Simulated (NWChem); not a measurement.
SiClF, singlet; SMILES F[Si]Cl

Computed with NWChem. Pople sets run with spherical d functions. Medium grid unless said otherwise, to which SCAN and Minnesota functionals are sensitive. Low-valent species are run as closed-shell singlets; no triplet was tried in these runs. The geometry was optimised at PBE-D3(BJ)/def2-SVP. Hybrids' shares of exact exchange are those that their runs print; pure functionals count as 0. The functionals differ in more than this share.

```
row             share of exact exchange  highest occupied level (eV)
--------------  -----------------------  ---------------------------
PBE/6-31G*                         0.00                        -6.88
KT2/6-31G*                         0.00                        -6.96
B3LYP/6-31G*                       0.20                        -7.86
r2SCAN0/6-31G*                     0.25                        -8.25
MPW1K/6-31G*                       0.43                     withheld
M06-2X/6-31G*                      0.54                        -9.15
```

Question: Fit a straight line of the last column on the one before it, predict the withheld value, and compare with the run.

Answer: 
1. Means of the 5 shown rows: x = 0.198, y = -7.820. Slope Σ(x − x̄)(y − ȳ)/Σ(x − x̄)² = -0.8337/0.1981 = -4.209; intercept -6.987.
2. The shown rows scatter about the line by 0.118 (root mean square); the largest residual is -0.21, at r2SCAN0/6-31G*.
3. At x = 0.43 (MPW1K/6-31G*; inside the shown range) the line gives -8.80.
4. The run gives -8.98, -0.18 from the line, 1.5 times the scatter.
